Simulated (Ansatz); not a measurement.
Reaction (formal exchange of groups at the Si–C bond): `ClC[SiH2][SeH]` + silanol → `O[SiH2][SiH2][SeH]` + `CCl`

Program: Ansatz. Geometries: PBE0-D4/def2-TZVP. ΔE: electronic, gas phase. CCSD(T)/CBS adds triple-zeta CCSD(T) − MP2 to the extrapolated MP2 energy (def2 sets, frozen cores). This one scheme is used for every species. Functionals use def2-TZVPP. For Se outer-core shells are correlated without core-valence functions, which leaves a few kJ/mol of doubt a bond. Scalar relativity is left out up to krypton. One conformer a species, not always the lowest.

```
    level  ΔE (kJ/mol)
r2SCAN-D4        -11.5
  ωB97X-V         -7.1
      PBE        -19.3
     PBE0        -15.5
```

Question: What does CCSD(T)/CBS give? (Estimate.)

Answer: Computed: -4.4 kJ/mol. The listed levels differ from it by -7.1, -2.7, -14.9, -11.1 kJ/mol.

Largest T1 diagnostic among the species: 0.011.

From PBE to PBE0 (25 % exact exchange), in def2-TZVPP and without D4, ΔE moves by +3.8 kJ/mol.
